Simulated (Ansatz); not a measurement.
Mulliken charges of H$_{3}$O$_{4}$Ta (`[O]=[Ta]([OH])([OH])[OH]`) from PBE/def2-TZVPP in Ansatz (PBE0-D4/def2-TZVP geometry).

```tsv
atom	x (Å)	y (Å)	z (Å)	charge (e)
O1	-0.358	-1.473	1.658	-0.370
Ta2	-0.075	-0.352	0.384	0.884
O3	1.725	0.261	0.554	-0.362
O4	-1.323	1.077	0.596	-0.362
O5	-0.347	-1.280	-1.261	-0.362
H6	2.278	0.879	0.080	0.190
H7	-1.521	1.881	0.120	0.190
H8	-0.287	-1.051	-2.187	0.190
```

**Question.** By hand: the dipole of these point charges (1 e Å = 4.8032 D).

**Answer.** Σ q r = (0.136, 0.538, -0.611) e Å, of length 0.825 e Å = 3.96 D.

**Question.** How does the dipole of the full density compare? (Estimate.)

**Answer.** The calculation gave: (0.219, 0.869, -0.987) e Å, 6.40 D; the point charges give 0.62 times that, at 0° from its direction.

Point charges leave out the atoms' own dipoles, such as those of lone pairs, and Mulliken's split depends on the basis, so the two needn't agree.
